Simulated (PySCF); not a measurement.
A mixed set of molecules. Method: TDDFT PBE0/def2-SVPD, vertical, gas phase, core orbitals frozen in the response (PySCF). Geometries: GFN2-xTB; one conformer of each isolated species. Triplets are in the Tamm–Dancoff approximation.

Question: Rank by computed S1–T1 gap, highest first.
A. `CCCCN(C)C`
B. `C=C(C)/C(F)=C/C(F)(F)F`
C. `CN(C)c1coc(=O)o1`
D. `C[C@@H]1[C@H](F)C[P@@]1(C)=S`

Answer: B (2.49 eV), C (1.12 eV), D (0.46 eV), A (0.20 eV).

| SMILES | S1−T1 (eV) | S1 (eV) | T1 (eV) | S1 mainly | T1 mainly | f(S1) |
| --- | --- | --- | --- | --- | --- | --- |
| C=C(C)/C(F)=C/C(F)(F)F | 2.49 | 5.64 | 3.15 | H→L (98%) | H→L (96%) | 0.628 |
| CN(C)c1coc(=O)o1 | 1.12 | 5.19 | 4.08 | H→L (93%) | H→L+1 (56%) | 0.045 |
| C[C@@H]1[C@H](F)C[P@@]1(C)=S | 0.46 | 5.58 | 5.13 | H→L+1 (75%) | H-1→L+1 (75%) | 0.002 |
| CCCCN(C)C | 0.20 | 5.85 | 5.65 | H→L (86%) | H→L (82%) | 0.024 |

H and L stand for HOMO and LUMO. For `CN(C)c1coc(=O)o1` and `C[C@@H]1[C@H](F)C[P@@]1(C)=S` the leading configurations of S1 and T1 differ. Singlets come from full response and triplets from the Tamm–Dancoff approximation.
